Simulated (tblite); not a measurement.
Compound: C₆H₁₀BBrO.
Numbering: `[Br:1][B:2]1[O:3][CH2:4][C@@H:5]2[CH2:6][CH2:7][CH2:8][C@H:9]12` (hydrogens: H10, H11 on C4; H12 on C5; H13, H14 on C6; H15, H16 on C7; H17, H18 on C8; H19 on C9)

Computed with GFN2-xTB (tblite), gas phase: L-BFGS steps from a force-field or distance-geometry start until the largest atomic force falls under 0.01 eV/Å.

Step 24: E = -746.4508 eV
```
atom  x, y, z in Å  |  force x, y, z in eV/Å
Br1     1.9876    2.2816   -2.1409   -0.030  -0.032   0.017
B2      1.4837    0.9705   -0.8957   -0.005   0.073  -0.065
O3      2.1621   -0.1721   -0.8244    0.039   0.062  -0.071
C4      1.6225   -1.0627    0.1354   -0.039   0.028  -0.043
C5      0.4538   -0.3544    0.8622   -0.054  -0.037   0.011
C6     -0.9080   -1.0420    0.6887   -0.076  -0.017  -0.009
C7     -1.6185   -0.3014   -0.4474    0.038  -0.029  -0.038
C8     -1.1403    1.1419   -0.3063   -0.021   0.005   0.009
C9      0.3152    1.0385    0.1912    0.013   0.010  -0.009
H10     2.4275   -1.3482    0.8181   -0.010   0.015  -0.008
H11     1.3002   -1.9473   -0.4181   -0.075  -0.109   0.066
H12     0.6979   -0.2631    1.9207    0.025  -0.027   0.030
H13    -0.8113   -2.1080    0.4851    0.022  -0.006   0.013
H14    -1.4854   -0.9301    1.6064   -0.009   0.013   0.030
H15    -1.3275   -0.7053   -1.4171    0.112  -0.033  -0.024
H16    -2.7034   -0.3857   -0.3696    0.061   0.025   0.005
H17    -1.2211    1.7006   -1.2380    0.038  -0.008  -0.049
H18    -1.7517    1.6543    0.4348   -0.014   0.037   0.094
H19     0.5068    1.8420    0.9073   -0.015   0.028   0.043
```

Step 25: E = -746.4530 eV
```
atom  x, y, z in Å  |  force x, y, z in eV/Å
Br1     1.9832    2.2879   -2.1348   -0.024  -0.026  -0.009
B2      1.4798    0.9685   -0.9008   -0.020   0.060   0.004
O3      2.1562   -0.1757   -0.8333    0.017   0.022  -0.008
C4      1.6216   -1.0631    0.1351   -0.052   0.019  -0.061
C5      0.4537   -0.3553    0.8652   -0.035   0.027  -0.011
C6     -0.9091   -1.0413    0.6899   -0.036  -0.014  -0.003
C7     -1.6167   -0.3017   -0.4485    0.045  -0.013  -0.033
C8     -1.1402    1.1425   -0.3063   -0.002   0.015   0.019
C9      0.3160    1.0383    0.1933    0.005   0.028  -0.027
H10     2.4283   -1.3497    0.8159   -0.003   0.054  -0.022
H11     1.2969   -1.9515   -0.4104   -0.076  -0.105   0.040
H12     0.7006   -0.2647    1.9236    0.011  -0.027   0.014
H13    -0.8074   -2.1064    0.4882    0.002  -0.031  -0.001
H14    -1.4892   -0.9317    1.6061   -0.004   0.027   0.033
H15    -1.3219   -0.7044   -1.4173    0.117  -0.039  -0.029
H16    -2.7014   -0.3887   -0.3749    0.050   0.033   0.010
H17    -1.2169    1.7027   -1.2387    0.027  -0.030  -0.018
H18    -1.7515    1.6562    0.4350   -0.007   0.019   0.070
H19     0.5080    1.8472    0.9051   -0.015  -0.018   0.031
```

**Question.** Estimate the geometry and energy of step 26. (The exact step hangs on the optimiser's Hessian estimate; all steps are aligned on step 25, rigid shifts and turns removed.)

**Answer.** E = -746.4549 eV, largest force 0.116 eV/Å
```
atom  x, y, z in Å  |  force x, y, z in eV/Å
Br1     1.9799    2.2919   -2.1307   -0.016  -0.008  -0.036
B2      1.4771    0.9681   -0.9042   -0.027   0.031   0.054
O3      2.1521   -0.1777   -0.8402   -0.023  -0.017   0.040
C4      1.6200   -1.0633    0.1336   -0.049   0.000  -0.054
C5      0.4529   -0.3555    0.8672   -0.005   0.062  -0.027
C6     -0.9107   -1.0410    0.6908    0.013  -0.006   0.007
C7     -1.6146   -0.3021   -0.4500    0.045   0.005  -0.021
C8     -1.1402    1.1434   -0.3059    0.014   0.017   0.021
C9      0.3165    1.0387    0.1945   -0.008   0.033  -0.021
H10     2.4285   -1.3494    0.8134   -0.008   0.077  -0.036
H11     1.2930   -1.9567   -0.4036   -0.063  -0.069   0.020
H12     0.7029   -0.2666    1.9258   -0.004  -0.025  -0.012
H13    -0.8044   -2.1058    0.4905   -0.017  -0.039  -0.007
H14    -1.4921   -0.9325    1.6066    0.000   0.034   0.021
H15    -1.3154   -0.7045   -1.4179    0.110  -0.032  -0.018
H16    -2.6988   -0.3903   -0.3786    0.034   0.032   0.000
H17    -1.2134    1.7036   -1.2395    0.011  -0.040   0.013
H18    -1.7515    1.6581    0.4367    0.006  -0.007   0.031
H19     0.5083    1.8507    0.9040   -0.013  -0.047   0.023
```

The energy changes by -0.0018 eV. The first-order estimate −F·Δx gives -0.0025 eV and the mean of the old and new forces, exact on a quadratic surface, -0.0018 eV. The step makes an angle of 62° with the force vector and moves no atom by more than 0.009 Å.

The cost below is that of the whole relaxation. Hardware: one thread of an Arm Neoverse V2, no GPU, shared host with 32 logical CPUs at a one-minute load of 27. Cost: 0.43 s of wall time.
